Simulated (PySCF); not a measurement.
Work out the structure from these simulated measurements.

Formula: C9H10FO; charge +1.

* Rotational structure: rotational constants A, B, C: 2.223, 0.456, 0.396 GHz [PBE0-D3(BJ)/def2-SVP]
* Polarisability: 107.8 au [CAM-B3LYP/def2-SVPD]
* 13C NMR: chemical shifts (computed TMS as zero) by class: 149.1 (1 C), 143.3 (1 C), 77.1 (1 C), 70.7 (1 C), 49.4 (1 C), 44.0 (1 C), 37.4 (1 C), 33.8 (1 C), 27.9 (1 C) ppm [GIAO KT3/pcSseg-2]
* UV, strongest line: among the 10 lowest singlet transitions: S6 at 4.51 eV (275 nm, f = 0.138) [TDDFT CAM-B3LYP/def2-SVPD]
* Couplings: largest of the computed one-bond spin–spin couplings (means over like bonds): 19F–13C -332.0, 13C–1H +195.3, 13C–1H +151.6, 13C–1H +150.4, 13C–1H +144.6, 13C–1H +144.6, 13C–1H +144.1, 13C–1H +142.7 Hz [B3LYP/pcJ-1, spin–dipole term left out for some pairs]
* 1H NMR: chemical shifts (computed TMS as zero) by class: 7.45 (1 H), 3.26 (1 H), 3.23 (1 H), 3.11 (1 H), 2.82 (1 H), 2.50 (1 H), 2.46 (1 H), 2.36 (1 H), 2.33 (1 H), 2.31 (1 H) ppm [GIAO KT3/pcSseg-2]

The electronic properties come from PySCF, for the isolated species, density fitting. Levels stand in brackets. Geometry: PBE0-D3(BJ)/def2-SVP, one conformer, isolated ion. NMR values are class means; diastereotopic atoms form classes of their own.

Task: Propose a structure and show how it fits.

Result: Numbering: `[O+:1]#[C:2][C@@H:3]([F:4])[C:5]#[C:6][CH2:7][CH:8]1[CH2:9][CH2:10][CH2:11]1`. 9 carbons fall into 9 classes; from least to most shielded: triply bonded carbon [C2] (149.1 ppm), alkyne carbon [C6] (143.3 ppm), sp3 C–F carbon [C3] (77.1 ppm), alkyne carbon [C5] (70.7 ppm), four-membered-ring carbon [C8] (49.4 ppm), four-membered-ring carbon [C9] (44.0 ppm), four-membered-ring carbon [C11] (37.4 ppm), propargylic carbon [C7] (33.8 ppm), four-membered-ring carbon [C10] (27.9 ppm). Hydrogen classes from least to most shielded: 1 H on an sp3 C–F carbon, C3 (7.45 ppm), 1 H on a four-membered-ring carbon, C8 (3.26 ppm), 1 H on a propargylic carbon, C7 (3.23 ppm), 1 H on a propargylic carbon, C7 (3.11 ppm), 1 H on a four-membered-ring carbon, C9 (2.82 ppm), 1 H on a four-membered-ring carbon, C9 (2.50 ppm), 1 H on a four-membered-ring carbon, C10 (2.46 ppm), 1 H on a four-membered-ring carbon, C10 (2.36 ppm), 1 H on a four-membered-ring carbon, C11 (2.33 ppm), 1 H on a four-membered-ring carbon, C11 (2.31 ppm). The couplings run between: -332.0 Hz, alkyl fluorine [F4] and sp3 C–F carbon [C3]; +195.3 Hz, sp3 C–F carbon [C3] and its hydrogen; +151.6 Hz, four-membered-ring carbon [C10] and its hydrogen; +150.4 Hz, four-membered-ring carbon [C9] and its hydrogen; +144.6 Hz, propargylic carbon [C7] and its hydrogen; +144.6 Hz, four-membered-ring carbon [C11] and its hydrogen; +144.1 Hz, propargylic carbon [C7] and its hydrogen; +142.7 Hz, four-membered-ring carbon [C8] and its hydrogen. The optimised geometry has point group C1 and is an asymmetric top. Structure: `[O+]#C[C@@H](F)C#CCC1CCC1`. The assignments are read from this structure; whether some other isomer fits the data as well wasn't checked. The mirror image fits equally.

Conformer computed: `[O+:1]#[C:2][C@@H:3]([F:4])[C:5]#[C:6][CH2:7][CH:8]1[CH2:9][CH2:10][CH2:11]1`: C6–C7–C8–C9 -175°.
